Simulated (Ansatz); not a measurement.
# SbH3 (stibine): the energy, rung by rung

The species is SbH3 (4 atoms), meant as a singlet with charge 0. As SMILES, `[SbH3]`. The shape is that of a PBE0-D4/def2-TZVP optimisation.

```xyz
4

Sb    0.4563   -0.3098   -0.4645
H     0.8439    0.0722    1.1539
H    -1.0391   -0.9844    0.0089
H    -0.2610    1.2219   -0.6983
```

Each level gives the energy change with the Sb1–H3 bond stretched from 1.707 to 3.415 Å (eV). The values are calculated.

```
                      level                    kind  program  value (eV)  less FCI/STO-3G  CPU time (all runs)
  SVWN5/STO-3G (restricted)                     LDA   Ansatz        5.38            +1.69                1.6 s
    PBE/STO-3G (restricted)                     GGA   Ansatz        5.14            +1.45                2.6 s
   PBE0/STO-3G (restricted)           global hybrid   Ansatz        5.85            +2.16                2.6 s
  HSE06/STO-3G (restricted)  range-separated hybrid   Ansatz        5.81            +2.12                  3 s
wB97M-V/STO-3G (restricted)  range-separated hybrid   Ansatz        6.39            +2.70                 27 s
   CCSD/STO-3G (restricted)   coupled cluster or CI   Ansatz        3.68            -0.01               0.55 s
  CCSDT/STO-3G (restricted)   coupled cluster or CI   Ansatz        3.68            -0.01                0.7 s
 CCSDTQ/STO-3G (restricted)   coupled cluster or CI   Ansatz        3.69             0.00                 11 s
                 FCI/STO-3G      exact in the basis   Ansatz        3.69             0.00               0.95 s
```

FCI/STO-3G is exact within its basis and frozen core, so for wave-function methods in that basis the difference is their error; functionals converge differently with the basis, so for them it is only a difference. All-electron rows without a relativistic Hamiltonian named are non-relativistic. The first shape isn't each level's own minimum. The values span 3.68 to 6.39 eV. All rows use very small basis sets, so even the best lies far from the true value. In the correlated wave-function rows the outer d shell of Sb is correlated, in sets not made for it. Times are those of the runs behind each value, whatever else they computed, on shared processors of several kinds: orders of magnitude only.
